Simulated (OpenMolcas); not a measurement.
An OpenMolcas run meant for Sm4+ (ANO-R1, X2C; inactive shells 1s 2s 2p 3s 3p 3d 4s 4p 4d 5s 5p; intended active space 4 electrons in 7 orbitals (4f)). One step of its input:

```
&CASPT2
Multistate=30 1 2 3 4 5 6 7 8 9 10 11 12 13 14 15 16 17 18 19 20 21 22
23 24 25 26 27 28 29 30
Frozen=14 9
IPEA=1.5
Imaginary=0.1
MaxIter=60
WThr=0.0 0.3 0.05
PrWF=0.5
NoMix
```

The run finished. Its levels beside those of a sound run (SS-CASPT2, IPEA 0.25 Eh, imaginary shift 0.1 Eh (closed shells correlated: 5s 5p)), in cm⁻¹ above each run's lowest level:

```json
{"Level": "4f⁴ ⁵I₄", "This run": "0.0", "Usual run": "0.0"}
{"Level": "4f⁴ ⁵I₅", "This run": "1826", "Usual run": "1829"}
{"Level": "4f⁴ ⁵I₆", "This run": "3846", "Usual run": "3851"}
{"Level": "4f⁴ ⁵I₇", "This run": "5976", "Usual run": "5980"}
{"Level": "4f⁴ ⁵I₈", "This run": "8138", "Usual run": "8138"}
{"Level": "4f⁴ ⁵F₁", "This run": "17717", "Usual run": "17444"}
{"Level": "4f⁴ ⁵F₂", "This run": "18345", "Usual run": "18072"}
{"Level": "4f⁴ ⁵F₃", "This run": "19286", "Usual run": "19013"}
{"Level": "4f⁴ ⁵S₂", "This run": "20252", "Usual run": "19943"}
{"Level": "4f⁴ ⁵F₄", "This run": "20542", "Usual run": "20269"}
```

Task: Which setting is unsound, and how much does it matter here?

Result: The IPEA shift is far above its usual 0.25 hartree. Against the sound run the excited levels shown move by 160 cm-1 on average and by 310 cm-1 at most.

CASPT2 does not keep the components of a term degenerate, so their means are used; among the terms shown or strongly mixed into the levels shown the widest spread is 76 cm-1 (4f⁴ ⁵I, the sound run). High states are left out of the spin-orbit mixing, which shifts the levels that they would mix with. The basis is small and was not contracted for so high a charge. Only configurations of the active space appear.
